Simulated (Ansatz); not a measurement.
ClH2MoNS2, SMILES [NH]=[Mo](=[S])([SH])[Cl], multiplicity 1.

Geometry: PBE-D3(BJ)/def2-SVP. The multiplicity is an assumed one; no other spin state was optimised. The structure was generated by enumeration; whether it is a known compound was not checked. The def2 effective core potentials stand for the cores of Mo; spin–orbit coupling is left out. The values are those of a single conformer.

Two levels are set side by side: PBE/def2-SVPD (Ansatz, a first-principles code) and CAM-B3LYP/def2-SVPD (Ansatz). Energy differences of separate SCF runs at the same geometry; the states with an electron removed or added have multiplicity 2 and 2. Differences are taken from unrounded values.

| quantity | PBE |
|---|---|
| vertical ionisation energy (eV) | 9.40 |
| vertical electron affinity (eV) | 1.54 |
| vertical singlet–triplet gap (eV) | 2.62 |

Q: These are the PBE values. What does CAM-B3LYP give? (Estimate from the structure and the level; the computed values follow.)

A: 
| quantity | CAM-B3LYP | PBE minus CAM-B3LYP |
|---|---|---|
| vertical ionisation energy (eV) | 9.72 | -0.32 |
| vertical electron affinity (eV) | 2.15 | -0.61 |
| vertical singlet–triplet gap (eV) | 2.37 | 0.25 |
